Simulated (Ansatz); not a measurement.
`[SiH3][SiH2]B[SeH]` + CH₃NH₂ → `CN[SiH2][SiH3]` + `B[SeH]` at 600 K and 1 bar (cleavage of the Si–B bond).

Computed with Ansatz on PBE0-D4/def2-TZVP structures; ΔE is electronic, products minus reactants. CCSD(T)/CBS adds triple-zeta CCSD(T) − MP2 to the extrapolated MP2 energy (def2 sets, frozen cores). For Se outer-core shells are correlated without core-valence functions, which leaves a few kJ/mol of doubt a bond. Scalar relativity is left out up to krypton. One conformer a species, not always the lowest.

```
             species  CCSD(T)/CBS energy (Eh)  H − E (kJ/mol)  S (J/(mol·K))
`[SiH3][SiH2]B[SeH]`              -3007.86627           236.1          490.7
              CH₃NH₂                -95.75281           199.3          283.8
    `CN[SiH2][SiH3]`               -676.32808           322.9          472.6
            `B[SeH]`              -2427.30556           106.0          301.0
```

H − E and S are ideal-gas, rigid-rotor, harmonic terms from PBE0-D4/def2-TZVP, for one conformer and one mirror image of each species. 1 Eh = 2625.50 kJ/mol, R = 8.31446 J/(mol·K).

Problem. By hand: ΔE, ΔH, ΔS and ΔG.

Solution. ΔE = (-676.32808) + (-2427.30556) − (-3007.86627) − (-95.75281) = -0.01456 Eh = -38.2 kJ/mol. Δ(H − E) = 322.9 + 106.0 − 236.1 − 199.3 = -6.5, so ΔH = -44.7 kJ/mol. ΔS = 472.6 + 301.0 − 490.7 − 283.8 = -0.9 J/(mol·K). ΔG = -44.7 − 600 × (-0.9)/1000 = -44.2 kJ/mol.

Problem. By hand: the equilibrium constant, and the temperature at which ΔG would vanish if ΔH and ΔS stayed fixed.

Solution. log₁₀ K = −ΔG/(RT ln 10) = 3.8. ΔG = 0 at ΔH/ΔS = 49667 K, far beyond where these terms or the molecules hold.

The number of gas molecules stays the same, so ΔS is small and ΔH decides. A doubt of 5 kJ/mol in ΔE shifts log₁₀ K by 0.4 here. Other conformers and mirror images would add mixing entropy, several J/(mol·K) or more a flexible species. Modes under 60 cm⁻¹, often nearly free rotors, make the harmonic entropy too high. These are equilibria of isolated gas molecules and say nothing of rates. Largest T1 diagnostic: 0.014 (customary marks: 0.02 for closed shells, 0.045 for open ones).
